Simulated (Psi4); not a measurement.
Pair of molecules, SMILES C=C with SMILES CO (the first has 6 atoms); geometry from B3LYP-D3(BJ)/def2-TZVP, rigid monomers moved along the line of their centres of mass till C1···H12 is 2.23 Å.
(charge 0, multiplicity 1):
| atom | x (Å) | y (Å) | z (Å) |
|---|---|---|---|
| C | 0.7019 | 0.2081 | 0.0238 |
| C | -0.6063 | 0.0269 | -0.1008 |
| H | 1.1658 | 1.1668 | -0.1740 |
| H | 1.3615 | -0.5962 | 0.3268 |
| H | -1.0691 | -0.9328 | 0.0955 |
| H | -1.2663 | 0.8298 | -0.4059 |
| C | -0.1836 | -0.5943 | 3.4510 |
| O | -0.3157 | 0.7262 | 2.9541 |
| H | -0.9596 | -1.2639 | 3.0612 |
| H | -0.2902 | -0.5431 | 4.5341 |
| H | 0.7978 | -1.0273 | 3.2230 |
| H | -0.2234 | 0.6968 | 1.9935 |

All values below come from SAPT0/jun-cc-pV(D+d)Z (Psi4).

Problem. Which attractive term is largest, and how does the interaction split up?

Solution. electrostatics -7.07, exchange 11.75, induction -2.70, dispersion -3.20, total -1.23 kcal/mol; the largest attraction is electrostatics.
